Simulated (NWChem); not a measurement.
System meant: C$_{2}$H$_{4}$FNOSi; SMILES N#CC[Si@@H](O)F

Input file for NWChem:

```
start job
memory heap 200 mb stack 900 mb global 1100 mb
geometry units angstroms noautoz
  N     -0.271383    -2.965524    -0.305719
  C      0.219986    -1.976995     0.088566
  C      0.797948    -0.720099     0.531444
  Si    -0.023742     0.773060    -0.288381
  O     -1.511426     0.923452     0.430463
  F      0.925136     2.059818     0.067177
  H      0.686073    -0.608773     1.631562
  H      1.885459    -0.697092     0.305917
  H     -0.087826     0.670035    -1.777844
  H     -2.154555     1.519715     0.010150
end
basis spherical
  * library def2-svp
end
dft
  xc pbe0
  iterations 4
  mulliken
end
task dft energy
```

End of the output:

```
    Atom       Charge   Shell Charges
 -----------   ------   -------------------------------------------------------
    1 N    7     7.09   1.98  0.87  0.60  2.06  1.54  0.05
    2 C    6     6.03   1.97  0.64  0.31  1.84  1.17  0.11
    3 C    6     6.25   1.96  0.59  0.33  1.94  1.36  0.06
    4 Si  14    13.36   2.00  1.93  0.61  0.29  5.81  1.20  0.83  0.69
    5 O    8     8.21   1.97  0.88  0.60  2.70  2.04  0.01
    6 F    9     9.22   1.98  1.02  0.77  3.21  2.24  0.01
    7 H    1     0.92   0.61  0.24  0.07
    8 H    1     0.92   0.61  0.24  0.07
    9 H    1     1.10   0.64  0.43  0.02
   10 H    1     0.90   0.55  0.17  0.18

 center of mass
 --------------
 x =   0.01060547 y =   0.02170914 z =  -0.00030910

 moments of inertia (a.u.)
 ------------------
        1096.570980763644          -0.000000000000           0.000000000000
          -0.000000000000         308.613881100459          -0.000000000000
           0.000000000000          -0.000000000000        1291.903698582893

     Multipole analysis of the density
     ---------------------------------

     L   x y z        total         alpha         beta         nuclear
     -   - - -        -----         -----         ----         -------
     0   0 0 0     -0.000000    -27.000000    -27.000000     54.000000

     1   1 0 0      0.030151      0.015075      0.015075      0.000000
     1   0 1 0      1.249696      0.624848      0.624848      0.000000
     1   0 0 1     -0.022072     -0.011036     -0.011036     -0.000000

     2   2 0 0    -27.192263    -83.873707    -83.873707    140.555151
     2   1 1 0     -5.464264      3.101021      3.101021    -11.666306
     2   1 0 1      1.819354     -0.911501     -0.911501      3.642356
     2   0 2 0    -41.148300   -279.509887   -279.509887    517.871473
     2   0 1 1     -2.814205      0.704816      0.704816     -4.223838
     2   0 0 2    -29.724700    -34.416404    -34.416404     39.108108

 ------------------------------------------------------------------------
 dft energy failed                                                                                  0
 ------------------------------------------------------------------------
 ------------------------------------------------------------------------
  current input line :
    23: task dft energy
 ------------------------------------------------------------------------
 ------------------------------------------------------------------------
 This type of error is most commonly associated with calculations not reaching convergence criteria
 ------------------------------------------------------------------------
 For more information see the NWChem manual at https://nwchemgit.github.io

0:dft energy failed:Received an Error in Communication
```

Question: What is wrong, and how is it mended?

Answer: The run did not converge; its last values are not results. Cause: the SCF was allowed too few iterations. This input runs:
```
start job
memory heap 200 mb stack 900 mb global 1100 mb
geometry units angstroms noautoz
  N     -0.271383    -2.965524    -0.305719
  C      0.219986    -1.976995     0.088566
  C      0.797948    -0.720099     0.531444
  Si    -0.023742     0.773060    -0.288381
  O     -1.511426     0.923452     0.430463
  F      0.925136     2.059818     0.067177
  H      0.686073    -0.608773     1.631562
  H      1.885459    -0.697092     0.305917
  H     -0.087826     0.670035    -1.777844
  H     -2.154555     1.519715     0.010150
end
basis spherical
  * library def2-svp
end
dft
  xc pbe0
  iterations 150
  mulliken
end
task dft energy
```
It converges to -597.24466 Ha (PBE0/def2-SVP).
